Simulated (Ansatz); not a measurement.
Consider the redistribution: `C#[C][GeH]([NH2])[SH]` + `C[S][GeH3]` → `C#[C][GeH2][NH2]` + `SC[S][GeH3]`.

Calculated with Ansatz (gas phase, PBE0-D4/def2-TZVP geometries, no zero-point term in ΔE). CCSD(T)/CBS adds triple-zeta CCSD(T) − MP2 to the extrapolated MP2 energy (def2 sets, frozen cores). Functionals use def2-TZVPP. For Ge outer-core shells are correlated without core-valence functions, which leaves a few kJ/mol of doubt a bond. Scalar relativity is left out up to krypton. Each species was taken in one conformer, which may not be the lowest.

| species | ωB97M-V energy (Eh) |
| --- | --- |
| `C#[C][GeH]([NH2])[SH]` | -2609.02039 |
| `C[S][GeH3]` | -2516.77182 |
| `C#[C][GeH2][NH2]` | -2210.79644 |
| `SC[S][GeH3]` | -2914.95560 |

Work out ΔE.

ΔE = (-2210.79644) + (-2914.95560) − (-2609.02039) − (-2516.77182) = 0.04017 Eh = +105.5 kJ/mol. CCSD(T)/CBS gives +104.9 kJ/mol.

Largest T1 diagnostic among the species: 0.012.

In def2-TZVPP, CCSD(T) changes the Hartree–Fock value by −8.0 kJ/mol (the triples alone add −1.3 kJ/mol) and MP2 by −6.0 kJ/mol. From PBE to PBE0 (25 % exact exchange), in def2-TZVPP and without D4, ΔE moves by +3.1 kJ/mol.
